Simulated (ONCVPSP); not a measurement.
**What one change does to a pseudopotential (Ga, ONCV)**

| Property | Result |
| --- | --- |
| Element | Ga |
| Generator | ONCVPSP 4.0.1 |
| Type | optimised norm-conserving Vanderbilt (ONCV) |
| Functional | PBEsol |
| Relativity | scalar-relativistic |
| Frozen core | [Ar] 3d10 |
| Valence charge | 3 |
| Reference configuration | 4s2 4p1 |
| Partial waves | 4s: rc 1.75 bohr, ncon 4, nbas 7, qcut 3.2 1/bohr, 2 projectors, debl 3.8 Ha; 4p: rc 2.65 bohr, ncon 5, nbas 9, qcut 3.4 1/bohr, 2 projectors, debl 2.8 Ha |
| Local potential | polynomial inside 1.50 bohr (lpopt 5, dvloc0 2 Ha) |
| Core correction | none |

All-electron outer shells of the reference configuration (PBEsol, scalar-relativistic, ld1.x):

```tsv
shell	level (eV)	outermost node (bohr)	outermost maximum (bohr)
3p	-98.68	0.24	0.56
3d	-19.16	–	0.53
4s	-8.96	0.81	1.90
4p	-2.57	0.87	2.53
```

Change: s: qcut 3.6; p: qcut 3.8.

Cutoffs: the cutoffs (Ha) at which the residual kinetic energy of the hardest occupied pseudo-wave falls to 1 and 0.1 mHa per electron; they do not see the model core or the augmentation charge, which bear on the density cutoff. Errors are all-electron minus pseudo energies relative to the spin-unpolarised reference configuration.

Problem. How do hardness, ghosts and transferability respond?

Solution. The potential gets softer (15 Ha and 34 Ha → 7.9 Ha and 30 Ha); of the 4 tests that both files solve, the error grows in 0 and shrinks in 1 by more than 15 % and 0.3 meV (median size 3.4 → 3.4 meV); neither file shows a bound ghost.

```tsv
quantity	base	changed
cutoff, loose	15 Ha	7.9 Ha
cutoff, tight	34 Ha	30 Ha
loose cutoff by channel	s 15 Ha, p 2.3 Ha	s 7.9 Ha, p 2.5 Ha
bound ghosts	none	none
GHOST(+) flags under 300 eV	s at 162.6 eV	s at 161.0 eV
error for 4s2 4p0, meV [ΔE 5.68 eV]	-4.5	-4.5
error for 4s1 4p0, meV [ΔE 26.82 eV]	-7.0	-5.1
error for 4s2 4p0.5, meV [ΔE 2.03 eV]	-1.0	-1.0
error for 4s1 4p1, meV [ΔE 13.08 eV]	+2.3	+2.3
s: phases at 1.78 bohr within 0.05 rad from the reference energy up to (Ha; the scan ends near 5)	4.9	4.9
p: phases at 2.69 bohr within 0.05 rad from the reference energy up to (Ha; the scan ends near 5)	4.9	5.0
```

Changed file: The cutoffs count occupied waves only; projector 2 of the s channel, the hardest unoccupied one, needs 28 Ha at the loose tolerance.
